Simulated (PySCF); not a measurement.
Geometries of 2 isomers of C6H8F2, from PBE0-D3(BJ)/def2-SVP geometry optimisation, gas phase (PySCF). One conformer each, no zero-point energy, no frequencies.

**Question.** Which is lower in electronic energy at this level?
A.
```xyz
16
angstrom
C      2.709   -0.313   -0.164
C      1.489   -0.933    0.447
C      0.287   -0.909   -0.073
C     -0.912   -0.881   -0.596
C     -1.933    0.193   -0.337
C     -1.507    1.328    0.554
F     -3.042   -0.400    0.192
F     -2.327    0.693   -1.545
H      3.148    0.434    0.517
H      2.476    0.179   -1.118
H      3.482   -1.076   -0.346
H      1.612   -1.451    1.408
H     -1.252   -1.673   -1.273
H     -2.347    2.029    0.647
H     -1.237    0.949    1.548
H     -0.644    1.848    0.121
```
B.
```xyz
16
angstrom
C      0.239   -1.843   -1.145
C     -0.794   -1.095   -0.731
C     -0.739    0.261   -0.185
C     -1.861    0.921    0.142
C      0.602    0.922    0.014
F      0.455    2.282    0.151
C      1.300    0.397    1.249
F      2.595    0.835    1.285
H      0.077   -2.845   -1.549
H      1.275   -1.497   -1.110
H     -1.804   -1.514   -0.806
H     -2.842    0.458    0.008
H     -1.821    1.942    0.526
H      1.250    0.744   -0.862
H      0.763    0.766    2.139
H      1.288   -0.704    1.254
```

**Answer.** A. That is `CC=C=CC(C)(F)F`, 4.0 kcal/mol below the other.

```csv
SMILES,atoms numbered as above,E (Eh),relative (kcal/mol),relative (kJ/mol),dipole (D)
CC=C=CC(C)(F)F,[CH3:1][CH:2]=[C:3]=[CH:4][C:5]([CH3:6])([F:7])[F:8],-432.30725,0.0,0.0,3.03
C=CC(=C)[C@@H](F)CF,[CH2:1]=[CH:2][C:3](=[CH2:4])[C@@H:5]([F:6])[CH2:7][F:8],-432.30082,4.0,16.9,2.62
```

As drawn, the lower has cumulated double bonds and two fluorines on one carbon, which the higher lacks.
